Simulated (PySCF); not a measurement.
# Assigning NMR signals

Geometry:
```csv
atom,x (Å),y (Å),z (Å)
C1,0.917,0.736,1.785
Si2,0.426,-0.484,0.413
Si3,1.715,-0.316,-1.512
C4,-1.385,-0.045,-0.049
C5,-1.926,1.167,0.398
N6,-2.299,2.177,0.796
C7,-2.120,-0.849,-0.809
F8,-1.621,-2.010,-1.261
H9,0.264,0.659,2.652
H10,1.933,0.553,2.121
H11,0.865,1.764,1.435
H12,0.304,-1.828,1.007
H13,1.528,0.975,-2.182
H14,1.393,-1.359,-2.485
H15,3.137,-0.440,-1.183
H16,-3.139,-0.691,-1.138
```

Method: shielding tensors at PBE0/pcSseg-1 (GIAO), geometry from GFN2-xTB, in PySCF 2.14 (gas phase, averaged over atoms made equivalent by symmetry, fast rotation or ring inversion, non-relativistic, single conformer).

Chemical shifts δ = σref − σ; ¹³C (186.93 ppm) and ¹H (31.72 ppm) against TMS, all at this level.

(1) Assign these signals to the numbered atoms. ¹³C{¹H} NMR (computed): δ 180.1 (CH), 119.3 (C), 100.0 (C), -6.0 (CH3).

(2) Assign these signals to the numbered atoms. ¹H NMR (400 MHz, computed): δ 7.73 (m, 1H), 4.94 (m, 1H), 3.50 (d, 3H), 0.58 (d, 3H).

Answers

(1) 
| δ (ppm) | atoms | environment | reason |
| --- | --- | --- | --- |
| 180.1 | C7 | alkene CH | – |
| 119.3 | C5 | nitrile carbon | C≡N carbons fall here, among the sp2 signals but without a proton |
| 100.0 | C4 | fully substituted alkene carbon | as expected for a trigonal carbon in a double bond |
| -6.0 | C1 | methyl carbon bonded to Si | an electropositive neighbour leaves it electron-rich and shielded |

(2) 
| δ (ppm) | atoms | environment | reason |
| --- | --- | --- | --- |
| 7.73 | H16 | hydrogen on an alkene CH | olefinic region |
| 4.94 | H12 | hydrogen on a silicon bonded to 2 C, Si | – |
| 3.50 | H13/H14/H15 | hydrogen on a silicon bonded to Si | – |
| 0.58 | H9/H10/H11 | hydrogen on a methyl carbon bonded to Si | an electropositive neighbour shields it, as in TMS itself |

Splittings by ¹⁹F in the carbon and heteronuclear signals aren't shown, as no couplings were computed. Shifts are as computed. Against solution values, carbons near 30 ppm lie about +3 ppm off and those near 130 ppm about +5 ppm. Of 1211 compounds with measured shifts, 218 miss one by over three times the rms of a fit or turn the order of signals round; such compounds aren't used in these exercises. No couplings were computed; multiplicities are counted from neighbouring protons, with m where these are inequivalent, close in shift, in a saturated or five-membered ring or joined by F or P, and br s for small geminal =CH2 splittings.
